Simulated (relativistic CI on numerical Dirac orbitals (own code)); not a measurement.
Radial parameters of Lu XLVI

Method of calculation: Dirac-Coulomb-Breit CI, orbitals from a KLI potential per configuration, QED by a radiative potential, unscaled Slater integrals (own radial code, finite nucleus).

Slater integrals F^k, G^k are unscaled and averaged over j, outside the closed core [Ne]; ζ comes from projecting the Hamiltonian with its Breit term on Σ l·s of the shell.

- 3s2 3p6 3d8: F^2(3d,3d) = 555620, F^4(3d,3d) = 358350, ζ(3d) = 178720 cm⁻¹; <r>(3d) = 0.1832, <r^2>(3d) = 0.03902 (bohr units).
- 3s2 3p5 3d9: ζ(3p) = 1.3708e+06, F^2(3p,3d) = 484890, G^1(3p,3d) = 522090, G^3(3p,3d) = 346590, ζ(3d) = 177230 cm⁻¹; <r>(3p) = 0.2038, <r^2>(3p) = 0.04811, <r>(3d) = 0.1835, <r^2>(3d) = 0.03913 (bohr units).
- 3s2 3p4 3d10: F^2(3p,3p) = 481560, ζ(3p) = 1.37e+06 cm⁻¹; <r>(3p) = 0.2039, <r^2>(3p) = 0.04819 (bohr units).

Give the Racah parameters of the d shell in 3s2 3p6 3d8.

B = F²/49 − 5F⁴/441 = 7276 cm⁻¹ and C = 35F⁴/441 = 28440 cm⁻¹.

Averages of the first 10 configurations, taken without configuration mixing, which lowers the lowest level and can move excited configurations by several eV; other configurations of the list can lie among them:

```csv
Configuration,Parity,States,Average energy above the lowest level (eV)
3s2 3p6 3d8,even,45,50.6
3s2 3p5 3d9,odd,60,519.4
3s2 3p4 3d10,even,15,995.9
3s 3p6 3d9,even,20,910.5
3p6 3d10,even,1,1780.8
3s 3p5 3d10,odd,12,1377.7
3s2 3p6 3d7 4s,even,240,1566.2
3s2 3p6 3d7 4p,odd,720,1713.1
3s2 3p4 3d9 4s,even,300,2493.6
3s2 3p6 3d7 4d,even,1200,1887.7
```
